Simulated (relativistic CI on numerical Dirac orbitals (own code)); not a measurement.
**Sensitivity of the levels of Tm19+ to α and to the nuclear radius**

Calculated at this level of theory: Dirac-Coulomb-Breit CI, separate exchange-only KLI orbitals for each configuration, derivatives by finite differences, unscaled Slater integrals, QED left out (own radial code, finite nucleus).

CI space (outside the closed core [Ar] 3d10 4p6 4d10): 4s²4f⁴, 4s²4f³5s, 4s²4f²5s², 4s²4f³5p, 4s²4f²5s5p, 4s4f³5s². Levels of other configurations are missing.

With x = (α/α₀)² − 1 an excitation energy changes as ω = ω₀ + qx; K = 2q/ω₀ is the relative enhancement. Terms are leading LS components, so labels can repeat. The field-shift factor is F = δν/δ⟨r²⟩ for the transition from the lowest level.

Lowest level 4s²4f⁴ ⁵I4.

```csv
Level,ω₀ (cm⁻¹),q (cm⁻¹),F (GHz/fm²)
4s²4f⁴ ⁵I5,6767.2,7810,0.297
4s²4f⁴ ⁵I6,13448.1,14120,0.548
4s²4f⁴ ⁵I7,19805.1,18740,0.746
4s²4f⁴ ⁵I8,25796.5,22010,0.899
4s²4f⁴ ⁵F1,32822.7,6047,0.437
4s²4f⁴ ⁵F2,33066.0,1921,0.315
4s²4f⁴ ⁵F3,37553.7,9069,0.574
4s²4f⁴ ⁵F4,37953.1,1614,0.354
4s²4f⁴ ⁵S2,40358.1,11480,0.669
4s²4f⁴ ³K6,41513.4,10380,0.65
4s²4f⁴ ⁵G2,44552.1,2440,0.422
4s²4f⁴ ³K7,44909.1,10550,0.685
4s²4f⁴ ⁵F4,45743.2,13960,0.801
4s²4f⁴ ⁵F5,45744.7,14150,0.8
4s²4f⁴ ⁵G3,45866.4,4391,0.489
4s²4f⁴ ³K8,49105.4,10790,0.73
4s²4f⁴ ³H5,54196.8,17930,0.996
4s²4f⁴ ⁵G4,55373.9,14790,0.897
4s²4f⁴ ³G3,56904.4,14560,0.894
4s²4f⁴ ³D2,57205.7,12100,0.819
4s²4f⁴ ³L7,60748.7,21300,1.14
4s²4f⁴ ³P1,61441.1,14650,0.927
4s²4f⁴ ⁵G5,62509.2,20810,1.14
```

At this charge energies of transitions that change n are usually good to better than 1 %, and those within a shell (Δn = 0) to a few per cent. Terms inside the open d or f shell come out 10 to 20 % too wide with unscaled integrals.

(1) Which transition from the lowest level has the largest |K|?

Results:

(1) 4s²4f⁴ ⁵I5 at 6767.2 cm⁻¹, K = 2.31.
